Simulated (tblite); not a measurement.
Species: C₆H₉NSi.
Numbering: `[CH3:1][SiH2:2][c:3]1[cH:4][cH:5][cH:6][cH:7][n:8]1` (hydrogens: H9, H10, H11 on C1; H12, H13 on Si2; H14 on C4; H15 on C5; H16 on C6; H17 on C7)

Computed with GFN2-xTB (tblite), gas phase: L-BFGS steps from a force-field or distance-geometry start until the largest atomic force falls under 0.01 eV/Å.

The end geometry, which sets the zero of energy:
```
atom  x, y, z in Å
C1     -2.7720   -0.7664    0.5553
Si2    -1.7746    0.5377   -0.3853
C3      0.0665    0.2601   -0.0282
C4      1.0079    1.2851   -0.0023
C5      2.3341    0.9869    0.2582
C6      2.6856   -0.3344    0.4845
C7      1.6816   -1.2903    0.4365
N8      0.4174   -1.0056    0.1900
H9     -2.4406   -1.7641    0.2848
H10    -2.6460   -0.6599    1.6291
H11    -3.8325   -0.6903    0.3351
H12    -1.9942    0.4361   -1.8346
H13    -2.1222    1.9002    0.0493
H14     0.6926    2.3021   -0.1820
H15     3.0818    1.7678    0.2862
H16     3.7068   -0.6149    0.6945
H17     1.9008   -2.3380    0.6055
```

**Question.** These geometries come from the run, each turned onto the end geometry. Order them by energy, lowest first.
A.
```
atom  x, y, z in Å
C1     -2.8239   -0.7426    0.5497
Si2    -1.7558    0.5051   -0.3812
C3      0.0864    0.2116   -0.0226
C4      1.0009    1.2606    0.0031
C5      2.3327    0.9940    0.2607
C6      2.7195   -0.3161    0.4824
C7      1.7464   -1.3005    0.4342
N8      0.4722   -1.0458    0.1930
H9     -2.6031   -1.7571    0.2372
H10    -2.6650   -0.6772    1.6214
H11    -3.8722   -0.5442    0.3518
H12    -2.0084    0.4007   -1.8231
H13    -2.1096    1.8604    0.0597
H14     0.6701    2.2713   -0.1734
H15     3.0526    1.7975    0.2906
H16     3.7460   -0.5650    0.6912
H17     2.0042   -2.3406    0.6017
```
B.
```
atom  x, y, z in Å
C1     -2.8214   -0.7410    0.5485
Si2    -1.7497    0.4980   -0.3780
C3      0.0857    0.2026   -0.0204
C4      0.9960    1.2649   -0.0016
C5      2.3227    0.9974    0.2640
C6      2.7235   -0.3190    0.4803
C7      1.7397   -1.3110    0.4314
N8      0.4703   -1.0566    0.1959
H9     -2.6010   -1.7561    0.2315
H10    -2.6627   -0.6706    1.6218
H11    -3.8711   -0.5371    0.3479
H12    -2.0145    0.3998   -1.8205
H13    -2.1182    1.8618    0.0620
H14     0.6746    2.2931   -0.1744
H15     3.0509    1.8002    0.2887
H16     3.7529   -0.5662    0.6942
H17     2.0152   -2.3481    0.6056
```
C.
```
atom  x, y, z in Å
C1     -2.8081   -0.7318    0.5403
Si2    -1.7498    0.4861   -0.3710
C3      0.0826    0.2103   -0.0215
C4      0.9853    1.2762   -0.0059
C5      2.3259    0.9895    0.2673
C6      2.7183   -0.3224    0.4788
C7      1.7580   -1.3081    0.4334
N8      0.4555   -1.0702    0.1954
H9     -2.6004   -1.7593    0.2296
H10    -2.6622   -0.6693    1.6267
H11    -3.8789   -0.5350    0.3463
H12    -2.0161    0.3997   -1.8221
H13    -2.1206    1.8654    0.0632
H14     0.6770    2.2936   -0.1739
H15     3.0533    1.8043    0.2882
H16     3.7566   -0.5670    0.6954
H17     2.0164   -2.3498    0.6064
```
D.
```
atom  x, y, z in Å
C1     -2.8194   -0.7545    0.5546
Si2    -1.7641    0.5089   -0.3795
C3      0.0765    0.2296   -0.0169
C4      1.0022    1.2703    0.0040
C5      2.3344    0.9982    0.2601
C6      2.7093   -0.3173    0.4804
C7      1.7227   -1.2911    0.4314
N8      0.4507   -1.0306    0.1948
H9     -2.5780   -1.7672    0.2463
H10    -2.6594   -0.6917    1.6274
H11    -3.8756   -0.5871    0.3640
H12    -1.9669    0.3979   -1.8307
H13    -2.0792    1.8821    0.0443
H14     0.6735    2.2834   -0.1727
H15     3.0669    1.7940    0.2871
H16     3.7356   -0.5784    0.6876
H17     1.9639   -2.3347    0.5945
```
E.
```
atom  x, y, z in Å
C1     -2.8266   -0.7455    0.5514
Si2    -1.7568    0.5032   -0.3829
C3      0.0840    0.2149   -0.0239
C4      1.0045    1.2593    0.0044
C5      2.3391    0.9983    0.2611
C6      2.7226   -0.3142    0.4846
C7      1.7380   -1.2917    0.4341
N8      0.4653   -1.0425    0.1891
H9     -2.6040   -1.7618    0.2438
H10    -2.6679   -0.6860    1.6242
H11    -3.8789   -0.5579    0.3591
H12    -1.9952    0.4031   -1.8304
H13    -2.0943    1.8692    0.0570
H14     0.6600    2.2659   -0.1749
H15     3.0648    1.8004    0.2917
H16     3.7524   -0.5696    0.6907
H17     1.9861   -2.3330    0.5975
```

**Answer.** D (0.003 eV), E (0.007 eV), A (0.012 eV), B (0.031 eV), C (0.092 eV).

In the order of the answer:

```csv
step,E above end (eV),largest force (eV/Å),rms force component (eV/Å),rms distance from end (Å),rms bond change (Å),bond most changed (Å)
21,0.003,0.05,0.013,0.058,0.000,C3–C4 +0.001
8,0.007,0.06,0.021,0.071,0.001,Si2–H13 +0.002
4,0.012,0.15,0.045,0.074,0.002,C1–Si2 -0.004
1,0.031,0.64,0.164,0.076,0.006,C4–H14 +0.011
0,0.092,1.40,0.428,0.078,0.016,C1–Si2 -0.039
```

What follows is the cost of the whole relaxation. Time: 0.29 s. Hardware: Arm Neoverse V2, one thread, no GPU, shared host with 96 logical CPUs at a one-minute load of 9.9.
